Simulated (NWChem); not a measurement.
CH5AlS; SMILES [CH3][AlH][SH]

```xyz
8

Al    -0.6065    -0.4941     0.0000
H     -2.1892    -0.5845     0.0000
C      0.5890    -2.0504     0.0000
H      0.4001    -2.6798     0.8800
H      1.6527    -1.7888     0.0000
H      0.4001    -2.6798    -0.8800
S      0.1632     1.5755     0.0000
H      1.4756     1.2506     0.0000
```
Atoms are numbered in this order, from 1.

All runs: NWChem. Coordinates come from a B3LYP/6-31G* (spherical d) optimisation. Vertical excitations in the gas phase; the lowest state need not have the same character in each row.

```json
[
 {"level": "PBE/def2-SVP, TDA", "lowest excitation, singlet (eV)": "5.38", "lowest state with f > 0.02, singlet (eV)": "5.39", "orbital gap (eV)": "4.68"},
 {"level": "B3LYP/def2-SVP, TDA", "lowest excitation, singlet (eV)": "5.68", "lowest state with f > 0.02, singlet (eV)": "5.68", "orbital gap (eV)": "6.15"},
 {"level": "LDA (Slater exchange, VWN5)/def2-SVP, TDA", "lowest excitation, singlet (eV)": "5.30", "lowest state with f > 0.02, singlet (eV)": "5.35", "orbital gap (eV)": "4.57"},
 {"level": "PBE0/def2-SVP, TDA", "lowest excitation, singlet (eV)": "5.82", "lowest state with f > 0.02, singlet (eV)": "5.82", "orbital gap (eV)": "6.61"}
]
```
